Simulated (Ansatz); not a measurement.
`C=N[SiH2]C` + NH₃ → `C=N[SiH2]N` + CH₄ at 700 K and 1 bar (ligand exchange at the Si–C bond).

Program: Ansatz. Geometries: PBE0-D4/def2-TZVP. ΔE: electronic, gas phase. CCSD(T)/CBS is the MP2 limit (def2-TZVPP, def2-QZVPP) plus CCSD(T) − MP2 in def2-TZVPP, frozen cores. This one scheme is used for every species. One conformer a species, not always the lowest.

| species | CCSD(T)/CBS energy (Eh) | H − E (kJ/mol) | S (J/(mol·K)) |
| --- | --- | --- | --- |
| `C=N[SiH2]C` | -424.09492 | 294.3 | 431.7 |
| NH₃ | -56.50880 | 116.9 | 226.5 |
| `C=N[SiH2]N` | -440.16402 | 264.5 | 424.4 |
| CH₄ | -40.46206 | 145.9 | 224.0 |

H − E and S are ideal-gas, rigid-rotor, harmonic terms from PBE0-D4/def2-TZVP, for one conformer and one mirror image of each species. 1 Eh = 2625.50 kJ/mol, R = 8.31446 J/(mol·K).

**Question.** By hand: ΔE, ΔH, ΔS and ΔG.

**Answer.** ΔE = (-440.16402) + (-40.46206) − (-424.09492) − (-56.50880) = -0.02236 Eh = -58.7 kJ/mol. Δ(H − E) = 264.5 + 145.9 − 294.3 − 116.9 = -0.8, so ΔH = -59.5 kJ/mol. ΔS = 424.4 + 224.0 − 431.7 − 226.5 = -9.8 J/(mol·K). ΔG = -59.5 − 700 × (-9.8)/1000 = -52.6 kJ/mol.

**Question.** By hand: the equilibrium constant, and the temperature at which ΔG would vanish if ΔH and ΔS stayed fixed.

**Answer.** log₁₀ K = −ΔG/(RT ln 10) = 3.9. ΔG = 0 at ΔH/ΔS = 6071 K, far beyond where these terms or the molecules hold.

The number of gas molecules stays the same, so ΔS is small and ΔH decides. A doubt of 5 kJ/mol in ΔE shifts log₁₀ K by 0.4 here. Other conformers and mirror images would add mixing entropy, several J/(mol·K) or more a flexible species. These are equilibria of isolated gas molecules and say nothing of rates. Largest T1 diagnostic: 0.012 (customary marks: 0.02 for closed shells, 0.045 for open ones).
